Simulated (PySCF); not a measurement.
From one molecule to another.

First species: C7H12O.
SMILES: `[C@@]1(C)(CCC1=C)OC`

Second species: C7H12O.
Atom-mapped SMILES: `[CH2:1]=[CH:2][C:3](=[CH2:4])[O:5][CH:6]([CH3:7])[CH3:8]` (hydrogens: H9, H10 on C1; H11 on C2; H12, H13 on C4; H14 on C6; H15, H16, H17 on C7; H18, H19, H20 on C8)

Geometry (GFN2-xTB, Å), atoms numbered from 1 in this order:
```
atom  x, y, z in Å
C1     2.5268   -1.6002   -0.3583
C2     2.4432   -0.2787   -0.2818
C3     1.1839    0.4604   -0.1795
C4     1.1824    1.7926   -0.0711
O5     0.0983   -0.3557   -0.2183
C6    -1.2084    0.1884   -0.1227
C7    -2.1471   -0.8551   -0.7218
C8    -1.5723    0.4864    1.3323
H9     1.6423   -2.2130   -0.3507
H10    3.4743   -2.1060   -0.4300
H11    3.3316    0.3367   -0.2884
H12    2.1126    2.3288   -0.0705
H13    0.2933    2.3894    0.0137
H14   -1.2680    1.1103   -0.7198
H15   -1.8584   -1.0676   -1.7478
H16   -3.1708   -0.4926   -0.7082
H17   -2.0873   -1.7766   -0.1487
H18   -2.5748    0.9016    1.3888
H19   -0.8713    1.1941    1.7674
H20   -1.5354   -0.4326    1.9124
```

Levels: PBE0/pcSseg-1 for dipole moment, HOMO energy, LUMO energy and HOMO–LUMO gap; GFN2-xTB for rotational constant A and rotational constant C. Geometries: GFN2-xTB. All species are isolated and taken at one optimised geometry, non-relativistic unless stated; the electronic structure was computed with PySCF and density fitting.

Dipoles, sizes and rotational constants follow the conformer. The torsions of the flexible species, by atom-mapped SMILES:
- `[CH2:1]=[C:2]1[CH2:3][CH2:4][C@@:5]1([CH3:6])[O:7][CH3:8]`: C4–C5–O7–C8 160°
- `[CH2:1]=[CH:2][C:3](=[CH2:4])[O:5][CH:6]([CH3:7])[CH3:8]`: C1–C2–C3–C4 178°, C2–C3–O5–C6 180°, C3–O5–C6–C7 159°

```json
{"property": "dipole moment", "column X": "1.11 D", "column Y": "1.02 D"}
{"property": "HOMO energy", "column X": "-6.40 eV", "column Y": "-7.09 eV"}
{"property": "LUMO energy", "column X": "-0.51 eV", "column Y": "0.05 eV"}
{"property": "HOMO–LUMO gap", "column X": "5.89 eV", "column Y": "7.14 eV"}
{"property": "rotational constant A", "column X": "3.253 GHz", "column Y": "2.617 GHz"}
{"property": "rotational constant C", "column X": "1.088 GHz", "column Y": "1.613 GHz"}
```

Problem. Which column belongs to which species?

Solution. Column X is the second species and column Y the first. The first has 20 atoms and 62 electrons, the second 20 and 62.

Problem. How does each property change from the first species to the second?

Solution. dipole moment +0.09 D; HOMO energy +0.69 eV; LUMO energy -0.56 eV; HOMO–LUMO gap -1.25 eV; rotational constant A +0.636 GHz; rotational constant C -0.525 GHz.

On the first: The dipole equals about 3.4 × 10⁻³⁰ C·m (1 D = 3.33564 × 10⁻³⁰ C·m).

On the second: In atomic units the dipole is 0.44 e·bohr (1 au = 2.5417 D).
